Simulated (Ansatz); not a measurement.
Gas-phase electronic energies from Ansatz, PBE0-D4/def2-TZVP geometries. CBS: MP2 limit from def2 TZ/QZ plus the TZ coupled-cluster correction, frozen cores. This one scheme is used for every species, atoms too. Functionals use def2-TZVPP. B3LYP here is the variant with VWN-RPA as its local correlation; programs differ in this. HSE06 is defined as in plane-wave codes. Open shells (•) are unrestricted, without spin–orbit coupling. Spin–orbit coupling would lower the free atoms: a little for Cl, S; strongly for Sn. def2 core potentials past Kr. Bonds to Sn are less sure, by a few kJ/mol each and by 10 to 20 or more in all where they break to atoms, as the def2 sets lack core-valence functions. Each species was taken in one conformer, which may not be the lowest.

Consider the atomization: `[SH][SnH]([Cl])[Cl]` → 2 Cl• + 2 H• + S• + Sn•.

```json
{"level": "LDA (SPW92)", "ΔE (kJ/mol)": "1813.0", "difference from CCSD(T)/CBS": "225.5"}
{"level": "PBE-D4", "ΔE (kJ/mol)": "1582.9", "difference from CCSD(T)/CBS": "-4.6"}
{"level": "revPBE-D4", "ΔE (kJ/mol)": "1535.5", "difference from CCSD(T)/CBS": "-52.0"}
{"level": "BLYP-D4", "ΔE (kJ/mol)": "1526.9", "difference from CCSD(T)/CBS": "-60.6"}
{"level": "r2SCAN-D4", "ΔE (kJ/mol)": "1578.0", "difference from CCSD(T)/CBS": "-9.5"}
{"level": "B97M-V", "ΔE (kJ/mol)": "1623.5", "difference from CCSD(T)/CBS": "36.0"}
{"level": "PBE0-D4", "ΔE (kJ/mol)": "1559.8", "difference from CCSD(T)/CBS": "-27.7"}
{"level": "r2SCANh-D4", "ΔE (kJ/mol)": "1564.6", "difference from CCSD(T)/CBS": "-22.9"}
{"level": "r2SCAN0-D4", "ΔE (kJ/mol)": "1545.9", "difference from CCSD(T)/CBS": "-41.6"}
{"level": "HSE06-D4", "ΔE (kJ/mol)": "1560.3", "difference from CCSD(T)/CBS": "-27.2"}
{"level": "ωB97X-V", "ΔE (kJ/mol)": "1588.4", "difference from CCSD(T)/CBS": "0.9"}
{"level": "ωB97M-V", "ΔE (kJ/mol)": "1575.9", "difference from CCSD(T)/CBS": "-11.6"}
{"level": "B2PLYP", "ΔE (kJ/mol)": "1516.4", "difference from CCSD(T)/CBS": "-71.1"}
{"level": "PBE-QIDH", "ΔE (kJ/mol)": "1551.2", "difference from CCSD(T)/CBS": "-36.3"}
{"level": "PBE", "ΔE (kJ/mol)": "1562.6", "difference from CCSD(T)/CBS": "-24.9"}
{"level": "revPBE", "ΔE (kJ/mol)": "1491.0", "difference from CCSD(T)/CBS": "-96.5"}
{"level": "BLYP", "ΔE (kJ/mol)": "1485.1", "difference from CCSD(T)/CBS": "-102.4"}
{"level": "r2SCAN", "ΔE (kJ/mol)": "1573.4", "difference from CCSD(T)/CBS": "-14.1"}
{"level": "PBE0", "ΔE (kJ/mol)": "1542.2", "difference from CCSD(T)/CBS": "-45.3"}
{"level": "B3LYP", "ΔE (kJ/mol)": "1502.0", "difference from CCSD(T)/CBS": "-85.5"}
{"level": "r2SCANh", "ΔE (kJ/mol)": "1559.5", "difference from CCSD(T)/CBS": "-28.0"}
{"level": "r2SCAN0", "ΔE (kJ/mol)": "1540.1", "difference from CCSD(T)/CBS": "-47.4"}
{"level": "BHLYP", "ΔE (kJ/mol)": "1470.6", "difference from CCSD(T)/CBS": "-116.9"}
{"level": "CAM-B3LYP", "ΔE (kJ/mol)": "1519.4", "difference from CCSD(T)/CBS": "-68.1"}
{"level": "LC-ωPBE", "ΔE (kJ/mol)": "1523.6", "difference from CCSD(T)/CBS": "-63.9"}
{"level": "MP2/def2-SVP", "ΔE (kJ/mol)": "1422.9", "difference from CCSD(T)/CBS": "-164.6"}
{"level": "CCSD/def2-SVP", "ΔE (kJ/mol)": "1376.4", "difference from CCSD(T)/CBS": "-211.1"}
{"level": "HF/def2-TZVPP", "ΔE (kJ/mol)": "1084.3", "difference from CCSD(T)/CBS": "-503.2"}
{"level": "MP2/def2-TZVPP", "ΔE (kJ/mol)": "1537.2", "difference from CCSD(T)/CBS": "-50.3"}
{"level": "SCS-MP2/def2-TZVPP", "ΔE (kJ/mol)": "1515.8", "difference from CCSD(T)/CBS": "-71.7"}
{"level": "CCSD/def2-TZVPP", "ΔE (kJ/mol)": "1475.4", "difference from CCSD(T)/CBS": "-112.1"}
{"level": "CCSD(T)/def2-TZVPP", "ΔE (kJ/mol)": "1513.3", "difference from CCSD(T)/CBS": "-74.2"}
{"level": "HF/def2-QZVPP", "ΔE (kJ/mol)": "1090.1", "difference from CCSD(T)/CBS": "-497.4"}
{"level": "MP2/def2-QZVPP", "ΔE (kJ/mol)": "1581.8", "difference from CCSD(T)/CBS": "-5.7"}
{"level": "SCS-MP2/def2-QZVPP", "ΔE (kJ/mol)": "1563.8", "difference from CCSD(T)/CBS": "-23.7"}
{"level": "CCSD/def2-QZVPP", "ΔE (kJ/mol)": "1521.8", "difference from CCSD(T)/CBS": "-65.7"}
{"level": "CCSD(T)/def2-QZVPP", "ΔE (kJ/mol)": "1564.7", "difference from CCSD(T)/CBS": "-22.8"}
{"level": "HF/CBS(def2)", "ΔE (kJ/mol)": "1090.9", "difference from CCSD(T)/CBS": "-496.6"}
{"level": "MP2/CBS(def2)", "ΔE (kJ/mol)": "1611.4", "difference from CCSD(T)/CBS": "23.9"}
{"level": "CCSD/CBS(def2)", "ΔE (kJ/mol)": "1549.6", "difference from CCSD(T)/CBS": "-37.9"}
{"level": "CCSD(T)/CBS", "ΔE (kJ/mol)": "1587.5", "difference from CCSD(T)/CBS": "0"}
```

Largest T1 diagnostic among the species: 0.011.

In def2-TZVPP, CCSD(T) changes the Hartree–Fock value by +429.0 kJ/mol (the triples alone add +38.0 kJ/mol) and MP2 by +452.9 kJ/mol; breaking electron pairs costs correlation energy, which Hartree–Fock lacks. The D4 term adds +33.3 kJ/mol with B3LYP and +17.6 kJ/mol with PBE0; it sums over pairs of atoms, weighted by their polarisabilities, and B3LYP, whose exchange is more repulsive, gets the larger term.

For atomizations the MP2-based limit and the directly extrapolated one differ by several kJ/mol either way, and by 10 to 25 for some Ge, Se and Sn compounds, so smaller differences from it don't rank the levels.
